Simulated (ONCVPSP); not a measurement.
carbon: one change to an ONCV potential, before and after

```
Element                 : C
Generator               : ONCVPSP 4.0.1
Type                    : optimised norm-conserving Vanderbilt (ONCV)
Functional              : PBE
Relativity              : scalar-relativistic
Frozen core             : [He]
Valence charge          : 4
Reference configuration : 2s2 2p1.5 (charge +0.5)
Partial waves           : 2s: rc 1.15 bohr, ncon 5, nbas 8, qcut 5.1 1/bohr, local; 2p: rc 2.40 bohr, ncon 4, nbas 7, qcut 6.8 1/bohr, 2 projectors, debl 0.4 Ha; d scattering state at 0.16 Ha: rc 2.10 bohr, ncon 5, nbas 9, qcut 4.4 1/bohr, 3 projectors, debl 1.5 Ha
Local potential         : the s channel
Core correction         : Teter function, fcfact 2.25, rcfact 1.45
```

All-electron outer shells of the reference configuration (PBE, scalar-relativistic, ld1.x):

```json
{"shell": "1s", "level (eV)": "-280.20", "outermost node (bohr)": "–", "outermost maximum (bohr)": "0.17"}
{"shell": "2s", "level (eV)": "-19.38", "outermost node (bohr)": "0.38", "outermost maximum (bohr)": "1.20"}
{"shell": "2p", "level (eV)": "-10.72", "outermost node (bohr)": "–", "outermost maximum (bohr)": "1.16"}
```

Change: s: qcut 3.3; p: qcut 4.4; d: qcut 2.8.

Cutoffs: the cutoffs (Ha) at which the residual kinetic energy of the hardest occupied pseudo-wave falls to 1 and 0.1 mHa per electron; they do not see the model core or the augmentation charge, which bear on the density cutoff. Errors are all-electron minus pseudo energies relative to the spin-unpolarised reference configuration.

Problem. Predict the effect on cutoff, ghosts and configuration errors.

Solution. The potential gets harder (43 Ha and 105 Ha → 90 Ha and 116 Ha); a bound ghost appears in d, which as a rule spoils a file; of the 4 tests that both files solve, the error grows in 4 and shrinks in 0 by more than 15 % and 0.3 meV (median size 27.5 → 58.6 meV).

| quantity | base | changed |
| --- | --- | --- |
| cutoff, loose | 43 Ha | 90 Ha |
| cutoff, tight | 105 Ha | 116 Ha |
| loose cutoff by channel | s 43 Ha, p 13 Ha | s 90 Ha, p 9.0 Ha |
| bound ghosts | none | d |
| GHOST(+) flags under 300 eV | d at 112.5 eV | none |
| error for 2s2 2p2, meV [ΔE -3.96 eV] | +8.0 | +17 |
| error for 2s2 2p1, meV [ΔE 6.90 eV] | +19 | +38 |
| error for 2s2 2p0, meV [ΔE 31.05 eV] | +329 | +612 |
| error for 2s1 2p2, meV [ΔE 15.65 eV] | -36 | -79 |
| s: phases at 1.16 bohr within 0.05 rad from the reference energy up to (Ha; the scan ends near 5) | 4.5 | 3.9 |
| p: phases at 2.43 bohr within 0.05 rad from the reference energy up to (Ha; the scan ends near 5) | 3.6 | 3.4 |
| d: phases at 2.13 bohr within 0.05 rad from the reference energy up to (Ha; the scan ends near 5) | 3.9 | to the end of the scan |
| rms error of d²Exc/dni dnj with the model core, mHa | 1.97 | 1.65 |

 A true bound ghost makes a file unfit for plane-wave use even where its test errors are small: the radial tests pick states by their node count and pass the ghost by.
